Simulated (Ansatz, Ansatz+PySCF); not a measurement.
```xyz
2

Be    0.0000    0.0000   -1.3385
O     0.0000    0.0000    0.6692
```

Basis set: STO-3G (spherical functions). Correlated methods keep 1 orbital frozen. Charge 0, multiplicity 1.

Computed with Ansatz (development build ahead of 0.2.0); each method stands on the lowest determinant of its kind that the runs found. Restricted open shells among the atoms or ions are ROHF, correlated in semicanonical orbitals with singles. Restricted functionals stand beside restricted open-shell atoms, which can lie above the unrestricted atoms usual in DFT and then raise those values.

Task: Give the atomization energy at this shape (free ground-state atoms in the same class of orbitals less the molecule, no zero-point energy) of singlet BeO by PBE0 (unrestricted), PBE0 (restricted), RHF-CCSDT(Q), RHF-CCSD(T), UHF-MP2, UHF, RHF-MP2, RHF.

Result:

| method | atomization energy |
| --- | --- |
| PBE0 (unrestricted) | 172.9 kJ/mol |
| PBE0 (restricted) | -17.2 kJ/mol |
| RHF-CCSDT(Q) | 15.4 kJ/mol |
| RHF-CCSD(T) | -44.5 kJ/mol |
| UHF-MP2 | 8.2 kJ/mol |
| UHF | -20.1 kJ/mol |
| RHF-MP2 | -237.6 kJ/mol |
| RHF | -312.9 kJ/mol |

Caution: another spin multiplicity may lie lower; the shape is not the minimum. Caution for PBE0 (unrestricted), UHF-MP2, UHF: the unrestricted determinant is a mixture of spin states. Caution for PBE0 (restricted), RHF-CCSDT(Q), RHF-CCSD(T), RHF-MP2, RHF: an unrestricted determinant lies well below. Caution for RHF-CCSDT(Q), RHF-CCSD(T), RHF-MP2: large share of triples, a single reference is doubtful. Caution for RHF-CCSD(T): the program doubts this total; the program finds a lower state of this spin. Caution for UHF-MP2: a plain start can end on a higher determinant; large amplitudes, a single reference is doubtful. Caution for UHF: a free atom is spin contaminated. Caution for RHF-MP2, RHF: the molecule lies well above its atoms at this level.

This basis has no polarisation functions and is too small for such energies, which can lie far from measured ones in either direction.
